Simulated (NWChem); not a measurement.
System: CH₆GeS; SMILES C[S][GeH3]

Here is an NWChem input.

```
start job
memory heap 200 mb stack 900 mb global 1100 mb
geometry units angstroms noautoz
  Ge     0.060425     1.013182     0.000000
  S     -0.688351    -1.078677     0.000000
  C      0.893388    -1.979773     0.000000
  H     -1.187368     1.907775     0.000000
  H      0.917168     1.274855     1.255190
  H      0.917168     1.274855    -1.255190
  H      1.487237    -1.760353    -0.899243
  H      0.643795    -3.049861     0.000000
  H      1.487237    -1.760353     0.899243
end
basis spherical
  * library def2-svpd
end
dft
  xc xpbe96 cpbe96
  iterations 150
end
tddft
  cis
  nroots 6
  notriplet
end
task tddft energy
```

Output (shortened):

```
             Northwest Computational Chemistry Package (NWChem) 7.3.0
             --------------------------------------------------------

 CS  symmetry detected

                             Geometry "geometry" -> ""
                             -------------------------

 Output coordinates in angstroms (scale by  1.889725989 to convert to a.u.)

  No.       Tag          Charge          X              Y              Z
 ---- ---------------- ---------- -------------- -------------- --------------
    1 Ge                  32.0000     0.05029829     0.99371369     0.00000000
    2 S                   16.0000    -0.69630011    -1.09892350     0.00000000
    3 C                    6.0000     0.88637589    -1.99837275     0.00000000
    4 H                    1.0000    -1.19842512     1.88700751     0.00000000
    5 H                    1.0000     0.90676848     1.25627824     1.25519000
    6 H                    1.0000     0.90676848     1.25627824    -1.25519000
    7 H                    1.0000     1.47999620    -1.77833479    -0.89924300
    8 H                    1.0000     0.63789677    -3.06871994     0.00000000
    9 H                    1.0000     1.47999620    -1.77833479     0.89924300

 Effective nuclear repulsion energy (a.u.)     262.7139592430

      Symmetry information
      --------------------

 Group name             Cs
 Group number              2
 Group order               2
 No. of unique centers     7

  pbe96 is a nonlocal functional; adding pw91lda local functional.

                                 NWChem DFT Module
                                 -----------------

 Summary of "ao basis" -> "ao basis" (spherical)
 ------------------------------------------------------------------------------
       Tag                 Description            Shells   Functions and Types
 ---------------- ------------------------------  ------  ---------------------
 Ge                        def2-svpd                14       38   6s4p4d
 S                         def2-svpd                11       27   5s4p2d
 C                         def2-svpd                 8       20   4s2p2d
 H                         def2-svpd                 4        8   2s2p

      Symmetry analysis of basis
      --------------------------

        a'         87
        a"         46

            General Information
            -------------------
          SCF calculation type: DFT
          Wavefunction type:  closed shell.
          No. of atoms     :     9
          No. of electrons :    60
           Alpha electrons :    30
            Beta electrons :    30
          Charge           :     0
          Spin multiplicity:     1
          Use of symmetry is: off; symmetry adaption is: on
          Maximum number of iterations: 150
          AO basis - number of functions:   133
                     number of shells:    57
          Convergence on energy requested:  1.00D-06
          Convergence on density requested:  1.00D-05
          Convergence on gradient requested:  5.00D-04

              XC Information
              --------------
          PerdewBurkeErnzerhof Exchange Functional  1.000
            Perdew 1991 LDA Correlation Functional  1.000 local
           PerdewBurkeErnz. Correlation Functional  1.000 non-local

             Grid Information
             ----------------
          Grid used for XC integration:  medium
          Radial quadrature: Mura-Knowles
          Angular quadrature: Lebedev.
          Tag              B.-S. Rad. Rad. Pts. Rad. Cut. Ang. Pts.
          ---              ---------- --------- --------- ---------
          Ge                  1.25      112          11.0       590
          S                   1.00       88          11.0       590
          C                   0.70       49          12.0       434
          H                   0.35       45          13.0       434
          Grid pruning is: on
          Number of quadrature shells:   519
          Spatial weights used:  Erf1

      Superposition of Atomic Density Guess
      -------------------------------------

 Sum of atomic energies:       -2513.01606927

      Non-variational initial energy
      ------------------------------

 Total energy =   -2514.285048
 1-e energy   =   -4020.667523
 2-e energy   =    1243.668516
 HOMO         =      -0.285008
 LUMO         =       0.029944

      Symmetry analysis of molecular orbitals - initial
      -------------------------------------------------

  Numbering of irreducible representations:

     1 a'          2 a"

  Orbital symmetries:

[...]

                                NWChem TDDFT Module
                                -------------------

            General Information
            -------------------
           No. of orbitals :     266
            Alpha orbitals :     133
             Beta orbitals :     133
        Alpha frozen cores :       0
         Beta frozen cores :       0
     Alpha frozen virtuals :       0
      Beta frozen virtuals :       0
         Spin multiplicity :       1
    Number of AO functions :     133
        Use of symmetry is : off
      Symmetry adaption is : on
         Schwarz screening :  0.10D-07

              XC Information
              --------------
   PerdewBurkeErnzerhof Exchange Functional   1.00
     Perdew 1991 LDA Correlation Functional   1.00 local
    PerdewBurkeErnz. Correlation Functional   1.00 non-local

             TDDFT Information
             -----------------
          Calculation type : Tamm-Dancoff TDDFT
         Wavefunction type : Restricted singlets
          No. of electrons :      60
           Alpha electrons :      30
            Beta electrons :      30
              No. of roots :       6
          Max subspacesize :    5200
            Max iterations :     100
               Target root :       1
           Target symmetry : none
      Symmetry restriction : off
                 Algorithm : Optimal
        Davidson threshold :  0.10D-03

    6 smallest eigenvalue differences (eV)
--------------------------------------------------------
  No. Spin  Occ  Vir  Irrep   E(Occ)    E(Vir)   E(Diff)
--------------------------------------------------------
    1    1   30   31 a"       -0.206    -0.036     4.631
    2    1   30   32 a"       -0.206    -0.016     5.183
    3    1   30   33 a"       -0.206    -0.012     5.277
    4    1   30   34 a"       -0.206     0.018     6.102
    5    1   30   35 a'       -0.206     0.021     6.178
    6    1   29   31 a'       -0.271    -0.036     6.391
--------------------------------------------------------

  Entering Davidson iterations
  Restricted singlet excited states

  Iter   NTrls   NConv    DeltaV     DeltaE      Time
  ----  ------  ------  ---------  ---------  ---------
    1      6       0     0.14E+00   0.10+100       18.6
    2     12       0     0.13E+00   0.33E-01       18.4
    3     18       0     0.34E-01   0.24E-01       18.0
    4     24       4     0.11E-01   0.80E-02       17.6
    5     26       4     0.33E-02   0.39E-03       13.7
    6     28       5     0.36E-03   0.22E-04       13.6
    7     29       6     0.83E-04   0.24E-06       11.7
  ----  ------  ------  ---------  ---------  ---------
  Convergence criterion met

  Ground state a'      -2515.954517989812 a.u.

  ----------------------------------------------------------------------------
  Root   1 singlet a"             0.176227473 a.u.                4.7954 eV
  ----------------------------------------------------------------------------
     Transition Moments    X  0.00000   Y  0.00000   Z  0.28776
     Dipole Oscillator Strength                    0.0097284029
     Electric Quadrupole                           0.0000000015
     Magnetic Dipole                               0.0000000914
     Total Oscillator Strength                     0.0097284958

     Occ.   30  a"  ---  Virt.   31  a'      -0.99441
     Occ.   30  a"  ---  Virt.   32  a'       0.05243
     Occ.   30  a"  ---  Virt.   33  a'      -0.06104
  ----------------------------------------------------------------------------
  Root   2 singlet a"             0.191199482 a.u.                5.2028 eV
  ----------------------------------------------------------------------------
     Transition Moments    X  0.00000   Y  0.00000   Z -0.05114
     Dipole Oscillator Strength                    0.0003333007
     Electric Quadrupole                           0.0000001613
     Magnetic Dipole                               0.0000006339
     Total Oscillator Strength                     0.0003340959

     Occ.   30  a"  ---  Virt.   31  a'      -0.05195
     Occ.   30  a"  ---  Virt.   32  a'      -0.99730
  ----------------------------------------------------------------------------
  Root   3 singlet a"             0.200895930 a.u.                5.4667 eV
  ----------------------------------------------------------------------------
     Transition Moments    X -0.00000   Y -0.00000   Z  0.17606
     Dipole Oscillator Strength                    0.0041515600
     Electric Quadrupole                           0.0000000062
     Magnetic Dipole                               0.0000005253
     Total Oscillator Strength                     0.0041520915

     Occ.   30  a"  ---  Virt.   31  a'      -0.05469
     Occ.   30  a"  ---  Virt.   33  a'       0.98229
     Occ.   30  a"  ---  Virt.   34  a'      -0.12923
     Occ.   30  a"  ---  Virt.   38  a'       0.06564
  ----------------------------------------------------------------------------
  Root   4 singlet a"             0.226392435 a.u.                6.1605 eV
  ----------------------------------------------------------------------------
     Transition Moments    X  0.00000   Y  0.00000   Z  0.00661
     Dipole Oscillator Strength                    0.0000065921
     Electric Quadrupole                           0.0000000392
     Magnetic Dipole                               0.0000014474
     Total Oscillator Strength                     0.0000080787

[...]
```

Level: PBE/def2-SVPD, TDA. Geometry: optimised at PBE0/def2-SVP.
